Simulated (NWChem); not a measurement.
# SnH4O2; SMILES [OH][SnH2][OH]

```xyz
7

Sn     0.0000     0.0000     0.2910
O      1.6355     0.0424    -0.8797
O     -1.6355    -0.0424    -0.8797
H      0.1400     1.4748     1.1704
H     -0.1400    -1.4748     1.1704
H      1.6800    -0.7777    -1.4087
H     -1.6800     0.7777    -1.4087
```
Atoms are numbered in this order, from 1.

Program: NWChem. The geometry was optimised at PBE-D3(BJ)/def2-SVP (def2 core potentials past Kr).

Task: Predict the results for Hartree-Fock/STO-3G, non-relativistic. Quantities: highest occupied level (eV); orbital gap (eV); dipole (D).

Result: 
```json
{
  "highest occupied level (eV)": "-8.46",
  "orbital gap (eV)": "18.51",
  "dipole (D)": "0.74"
}
```
